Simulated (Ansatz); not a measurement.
Consider the cleavage of the Sn–Al bond: `[SiH3][Al]([Cl])[SnH3]` + `OCO` → `OC[O][SnH3]` + `[SiH3][AlH][Cl]`.

Isolated molecules relaxed with PBE0-D4/def2-TZVP in Ansatz; ΔE leaves out vibrations. CCSD(T)/CBS is the MP2 limit (def2-TZVPP, def2-QZVPP) plus CCSD(T) − MP2 in def2-TZVPP, frozen cores. This one scheme is used for every species. Functionals use def2-TZVPP. def2 core potentials past Kr. For Sn outer-core shells are correlated without core-valence functions, which leaves a few kJ/mol of doubt a bond. Each species was taken in one conformer, which may not be the lowest.

CCSD(T)/CBS gives +42.5 kJ/mol.

**Question.** Another level gave +37.6 kJ/mol. Which?
A. HF/def2-TZVPP
B. r2SCAN/def2-TZVPP
C. PBE0/def2-TZVPP
D. ωB97X-V/def2-TZVPP

**Answer.** D. ωB97X-V 37.6, r2SCAN 44.4, PBE0 56.7, HF/def2-TZVPP 31.7 kJ/mol.

Largest T1 diagnostic among the species: 0.013.

In def2-TZVPP, CCSD(T) changes the Hartree–Fock value by +11.5 kJ/mol (the triples alone add +0.0 kJ/mol) and MP2 by +10.7 kJ/mol.
